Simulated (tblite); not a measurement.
C₅H₉B₂N.
SMILES with atom numbers: `[BH2:1][CH2:2][BH:3][n:4]1[cH:5][cH:6][cH:7][cH:8]1` (hydrogens: H9, H10 on B1; H11, H12 on C2; H13 on B3; H14 on C5; H15 on C6; H16 on C7; H17 on C8)

Structure used (GFN2-xTB), in Å, numbered top down from 1:
```xyz
17
C5H9B2N angstrom
B      2.574    0.724    0.472
C      2.023   -0.682    0.065
B      0.792   -0.414   -0.896
N     -0.510   -0.174   -0.389
C     -0.910   -0.087    0.929
C     -2.240    0.174    0.987
C     -2.708    0.254   -0.354
C     -1.638    0.041   -1.159
H      3.354    1.271   -0.208
H      2.190    1.255    1.442
H      2.770   -1.259   -0.478
H      1.702   -1.255    0.934
H      0.924   -0.394   -2.061
H     -0.204   -0.208    1.726
H     -2.833    0.299    1.872
H     -3.717    0.447   -0.664
H     -1.575    0.020   -2.229
```

Calculated harmonic vibrations of the isolated species, GFN2-xTB (tblite), most abundant isotopes, no scaling. Errors from tens to a few hundred cm⁻¹ against measured bands are possible. Modes of hydrogen on boron can be 10 to 20 % off. One conformer, not necessarily the lowest.

Harmonic wavenumbers (cm⁻¹): 69.4, 79.8, 168.1, 179.0, 211.7, 259.9, 412.8, 573.4, 604.4, 661.0, 718.8, 730.1, 778.0, 789.9, 816.9, 833.0, 833.6, 849.1, 887.4, 961.1, 963.5, 1003.8, 1062.2, 1078.3, 1083.5, 1088.9, 1097.8, 1155.7, 1198.9, 1207.6, 1311.4, 1323.8, 1427.2, 1479.6, 1490.5, 1580.9, 2624.8, 2629.4, 2659.3, 2997.3, 3002.1, 3155.0, 3160.6, 3171.2, 3179.6.

A = 5401, B = 1313, C = 1150 MHz; mass 105.092 u (most abundant isotopes); point group C1, symmetry number 1.

What is the zero-point energy?

Half the sum of the wavenumbers: 28775 cm⁻¹ = 344.23 kJ/mol.

Entropy at 298.15 K, 1 bar (ideal gas, RRHO, classical rotation)?

Translation 166.91, rotation 117.44, vibration 90.03: S = 374.4 J/(mol K).

And Cp and H(298.15 K) − H(0)?

Cp = 139.81 J/(mol K), of which vibrations give 106.56 (their classical limit is 45 R = 374.2); H(298.15 K) − H(0) = 24.64 kJ/mol without the zero-point energy, 14.72 from vibrations.

Which modes carry the vibrational entropy at 298.15 K?

69.4 cm⁻¹: 17.45; 79.8 cm⁻¹: 16.30; 168.1 cm⁻¹: 10.28; 179.0 cm⁻¹: 9.79; 211.7 cm⁻¹: 8.49; 259.9 cm⁻¹: 6.96 J/(mol K); the other 39 give 20.77 together.

What must be added to the electronic energy to get the Gibbs energy at 298.15 K and 1 bar?

ZPE + [H(298.15 K) − H(0)] − T·S = 344.23 + 24.64 − 111.62 = 257.25 kJ/mol.

Blend soft modes into free rotors: weight 1/[1 + (100 cm⁻¹/ν̃)⁴] for the oscillator and the rest for a rotor with moment μB/(μ + B), μ = h/(8π²ν), B = 10⁻⁴⁴ kg m². What vibrational entropy results?

84.34 J/(mol K) in place of 90.03, which changes −T·S at 298.15 K by +1.70 kJ/mol.

How do the functions run with temperature in this model?

| T (K) | S (J/(mol K)) | Cp (J/(mol K)) | H − H(0) (kJ/mol) | G − H(0) (kJ/mol) | ln q(vib) |
| --- | --- | --- | --- | --- | --- |
| 100 | 272.3 | 66.7 | 4.85 | -22.38 | 1.09 |
| 200 | 327.6 | 98.2 | 13.00 | -52.52 | 2.98 |
| 300 | 375.2 | 140.6 | 24.90 | -87.67 | 4.93 |
| 500 | 466.0 | 216.4 | 61.07 | -171.92 | 9.09 |
| 800 | 583.9 | 283.9 | 137.16 | -330.00 | 15.46 |
| 1000 | 650.5 | 311.8 | 196.88 | -453.58 | 19.51 |

q(vib) and H(0) count from the zero-point level.

Hindered rotation and anharmonicity are outside this model. Other conformers, if any are populated, would add a mixing term that is left out. The structure is chiral; the term R ln 2 for an equal mix with its mirror image is left out.
